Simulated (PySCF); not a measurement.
# Ionisation energy of Re⁺ by level of theory

Re⁺ [Xe] 4f14 5d5 6s1 (7S) → Re²⁺ [Xe] 4f14 5d5 (6S), as a difference of total energies. Calculation: PySCF 2.14, in aug-cc-pVTZ-PP with one added diffuse shell each of s, p, d, f, g type with ECP60MDF (7s7p6d4f3g, 113 functions); a scalar-relativistic core potential. Correlated levels: valence: 5s2 5p6 frozen. The calculations carry no spin-orbit coupling.

| method | ionisation energy (eV) |
| --- | --- |
| UHF | 15.728 |
| LDA | 17.374 |
| PBE | 17.078 |
| PBE0 | 16.831 |
| r2SCAN | 17.152 |
| revPBE | 16.996 |
| M06-L | 16.330 |
| TPSS | 16.882 |
| MP2 (valence) | 16.357 |
| SCS-MP2 (valence) | 15.938 |

Problem. How much does correlation contribute at MP2 (valence)?

Solution. 16.357 − (15.728) = 0.629 eV, measured against UHF.

Errors of the correlated levels include the incompleteness of this basis and the frozen core.

For comparison: 16.6 ± 0.5 eV (semi-empirical (NIST evaluation); NIST Atomic Spectra Database, ionization energies).
